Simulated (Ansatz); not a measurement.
Relaxation of a periodic cell of 20 atoms, C19O (surface graphene monolayer, adsorbate CO), to a largest force component of 0.03 eV/Å in at most 60 steps.

Level of theory: DFT PBEsol, scalar-relativistic, plane waves, PAW in Ansatz. Settings: cutoff 420 eV, k mesh 2x2x1, gaussian smearing 0.02 eV, no spin polarisation.

```xyz
20
Lattice="7.3980 0.0000 0.0000 -3.6990 6.4069 0.0000 0.0000 0.0000 13.0000" Properties=species:S:1:pos:R:3:forces:R:3
C 0.000 0.000 1.000 0.06 -0.11 -0.04
C 1.233 0.712 1.000 -2.63 1.58 -1.24
C -1.233 2.136 1.000 0.00 0.00 -0.01
C 0.000 2.847 1.000 0.03 0.02 0.04
C -2.466 4.271 1.000 0.06 0.04 -0.09
C -1.233 4.983 1.000 -0.10 -3.43 -1.26
C 2.466 0.000 1.000 -0.14 0.23 3.06
C 3.699 0.712 1.000 2.77 1.77 -1.28
C 1.233 2.136 1.000 0.14 -0.07 -0.02
C 2.466 2.847 1.000 -0.12 0.37 0.05
C 0.000 4.271 1.000 0.02 -0.04 -0.11
C 1.233 4.983 1.000 0.32 -0.11 0.04
C 4.932 0.000 1.000 0.03 -0.04 -0.08
C 6.165 0.712 1.000 0.00 -0.07 0.03
C 3.699 2.136 1.000 -0.07 -0.13 -0.05
C 4.932 2.847 1.000 0.03 -0.01 0.06
C 2.466 4.271 1.000 0.03 -0.03 0.00
C 3.699 4.983 1.000 -0.40 -0.02 0.05
C 2.517 -0.074 2.550 0.02 -0.01 0.91
O 2.517 -0.074 3.710 -0.06 0.06 -0.04
```

Q: Where does it end, and by what steps?

A: The forces met the threshold. The force dipped under the threshold on the way, but the program's further checks kept it going. Limits of this set-up: coarse k mesh, slab without dipole correction, no dispersion correction for a molecule that may bind weakly. After 46 steps the energy has fallen by 3.381 eV; C19 moved furthest, 1.75 Å. Parted: C7–C19.

| step | energy less start (eV) | largest force component (eV/Å) | accepted |
| --- | --- | --- | --- |
| 0 | 0.0000 | 3.427 | yes |
| 2 | -0.9350 | 1.166 | yes |
| 4 | -1.1307 | 1.819 | yes |
| 6 | -1.6043 | 5.831 | yes |
| 8 | -2.9219 | 4.442 | yes |
| 10 | -3.3343 | 0.463 | yes |
| 12 | -3.3759 | 0.079 | yes |
| 14 | -3.3063 | 3.070 | no |
| 16 | -3.3774 | 0.040 | yes |
| 18 | -3.3702 | 1.080 | no |
| 20 | -3.3770 | 0.553 | no |
| 22 | -3.3792 | 0.160 | yes |
| 24 | -3.3795 | 0.029 | yes |
| 26 | -3.3798 | 0.034 | yes |
| 28 | -3.3797 | 0.195 | no |
| 30 | -3.3801 | 0.125 | yes |
| 32 | -3.3803 | 0.036 | yes |
| 34 | -3.3804 | 0.006 | yes |
| 36 | -3.3805 | 0.020 | yes |
| 38 | -3.3805 | 0.020 | yes |
| 40 | -3.3800 | 0.103 | no |
| 42 | -3.3807 | 0.030 | yes |
| 44 | -2.3356 | 3.495 | no |
| 46 | -3.3809 | 0.020 | yes |

```xyz
20
Lattice="7.3980 0.0000 0.0000 -3.6990 6.4069 0.0000 0.0000 0.0000 13.0000" Properties=species:S:1:pos:R:3
C -0.043 0.004 0.855
C 1.205 0.725 0.855
C -1.271 2.155 0.855
C -0.042 2.865 0.855
C -2.494 4.280 0.855
C -1.271 4.985 0.855
C 2.427 0.019 0.854
C 3.657 0.729 0.855
C 1.205 2.144 0.855
C 2.427 2.850 0.855
C -0.042 4.276 0.855
C 1.205 4.996 0.855
C 4.904 0.008 0.855
C 6.126 0.714 0.855
C 3.657 2.140 0.855
C 4.904 2.860 0.855
C 2.427 4.291 0.855
C 3.656 5.000 0.855
C 3.243 -0.410 4.112
O 2.444 0.069 4.758
```

Time of the run: 5.9 min on 1 thread of Arm Neoverse V1 (shared host), peak memory 0.67 GiB.
